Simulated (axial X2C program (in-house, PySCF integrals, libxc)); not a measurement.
Worked dissociation energy of MoSe: PBE0, 2c

Calculated with an in-house all-electron X2C program for linear molecules (integrals from PySCF). Two-component (2c) means X2C with spin–orbit coupling and atomic mean-field two-electron Coulomb and Gaunt terms. Basis: Mo dyall-cv3z [11s12p9d5f3g], Se dyall-cv3z [8s9p6d4f1g] (cores contracted in-house); Gaussian nuclei, density fitting, unrestricted open shells. Masses: Mo 97.905 u, Se 79.917 u.

Molecular state: Ω = 1 (⟨Sz⟩ = 2.00, ⟨Lz⟩ = -1.00 at PBE0).

- E(Mo) (2M_J = 6): -4046.489232 hartree
- E(Se) (2M_J = 4): -2428.794155 hartree
- E(MoSe) at Re: -6475.395881 hartree
- ωe: 307.0 cm⁻¹
- ωexe: 1.34 cm⁻¹

(1) Work out De and D0.

The state is a single determinant with fixed occupations, the lowest that a limited PBE0 search found. De is counted from the lowest determinant-based energies of the atoms at the same level, without counterpoise correction. Density functionals use the spin component along the axis (collinear). Without a current term, density functionals place determinants with orbital angular momentum somewhat too high. With several unpaired electrons one determinant need not be a pure state. Open-shell Ω = 0 determinants with evenly filled partner blocks cannot be reached by this program, so the Ω shown need not be the lowest component. The determinant is spin-polarised beyond a pure state at some levels (its spin-free form has ⟨S²⟩ too high), which makes Re and μ there less reliable.

Each atomic determinant is the lowest at this level and need not be a pure J level. Totals compare only within one Hamiltonian and basis.

## Answers

(1) De = -4046.489232 + (-2428.794155) − (-6475.395881) = 0.11249 hartree = 3.061 eV. The zero-point energy is ωe/2 − ωexe/4 = 153 cm⁻¹ = 0.019 eV, so D0 = 3.042 eV.
